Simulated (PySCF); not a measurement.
## Two-component Hartree-Fock for Tb³⁴⁺ (terbium, charge +34)

Start: [Ar] 3d10 4s2 4p1; 4p1/2 filled at m_j = +1/2. Calculated with PySCF 2.14 in an even-tempered Gaussian basis (17 s from 3.5 bohr⁻², ratio 2.8; 13 p from 4.6 bohr⁻², ratio 2.8; 8 d from 8.1 bohr⁻², ratio 2.8; 4 f from 20 bohr⁻², ratio 3): generalised Hartree-Fock with the X2C-1e Hamiltonian and a Gaussian nucleus; one run each with spin-orbit coupling (SO) switched off, then screened by Boettger's factors.

| spinor shell | electrons | ε, spin-free (eV) | ε, screened SO (eV) | weight of nominal j (screened SO) | rms radius, screened SO (bohr) |
| --- | --- | --- | --- | --- | --- |
| 1s1/2 | 2 | -53647.5 | -53635.9 | 1.000 | 0.0245 |
| 2s1/2 | 2 | -10150.0 | -10145.8 | 1.000 | 0.0988 |
| 2p1/2 | 2 | -9169.7 | -9698.0 | 1.000 | 0.0845 |
| 2p3/2 | 4 | -9169.7 | -8942.9 | 1.000 | 0.0910 |
| 3s1/2 | 2 | -3294.9 | -3292.9 | 1.000 | 0.252 |
| 3p1/2 | 2 | -2983.8 | -3099.3 | 1.000 | 0.243 |
| 3p3/2 | 4 | -2983.8 | -2932.4 | 1.000 | 0.256 |
| 3d3/2 | 4 | -2591.0 | -2611.3 | 1.000 | 0.226 |
| 3d5/2 | 6 | -2591.0 | -2575.0 | 1.000 | 0.230 |
| 4s1/2 | 2 | -1504.6 | -1503.9 | 1.000 | 0.536 |
| 4p1/2 | 1 | -1404.9 | -1439.2 | 1.000 | 0.528 |

```csv
quantity,spin-free,screened SO
E (hartree),-11045.31823,-11054.39666
M_J,1/2,1/2
⟨J²⟩,1.097,0.752
⟨L²⟩,2.006,2.035
⟨S²⟩,0.752,0.782
```

Each row is a mean over spinors that exchange with the open shell spreads, by up to 5.533 eV (3p1/2).

Breit and QED terms are absent; they matter most for the inner s and p1/2 levels.

Densities and radii are taken from the X2C orbitals without a picture-change correction, which distorts them close to the nucleus.

Without spin-orbit coupling the j labels of p, d and f shells carry no meaning; the spin-free column gives the mean over the occupied spinors of each nl shell, and its ⟨J²⟩ belongs to a mixture of degenerate components.
